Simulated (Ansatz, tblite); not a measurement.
Forces on the cluster RuCl3 at its r2SCAN-D4/def2-SVP geometry. Charge 0, multiplicity 2.

In the def2 sets Ru takes a core potential; there is no spin–orbit coupling. The xTB rows come from tblite. At PBE0-D4/def2-TZVP the charge 0 doublet is spin-contaminated (final ⟨S²⟩ up to 1.34, 0.75 for a pure state). The order of the spin states hangs on the level: the quartet lies 0.51 eV below the doublet at PBE0-D4/def2-TZVP, but 0.88 eV above it at GFN1-xTB. The structure comes from a short search, and lower isomers may exist.

GFN1-xTB (tblite), largest force 1.44 eV/Å:

```xyz
4
positions Å, forces eV/Å
Ru   -0.014    0.076   -0.108    0.072   -0.305    0.451
Cl   -1.629   -1.352   -0.636    1.022    0.949    0.280
Cl    2.093   -0.454   -0.563   -1.369    0.382    0.238
Cl   -0.450    1.730    1.308    0.274   -1.027   -0.969
```

GFN2-xTB (tblite), largest force 1.25 eV/Å:

```
Ru 0.073 -0.310 0.457
Cl 0.877 0.833 0.218
Cl -1.183 0.345 0.182
Cl 0.233 -0.869 -0.858
```

PBE0-D4/def2-TZVP (Ansatz), largest force 0.74 eV/Å:

```
Ru 0.029 -0.130 0.181
Cl 0.531 0.480 0.161
Cl -0.703 0.187 0.139
Cl 0.143 -0.537 -0.481
```
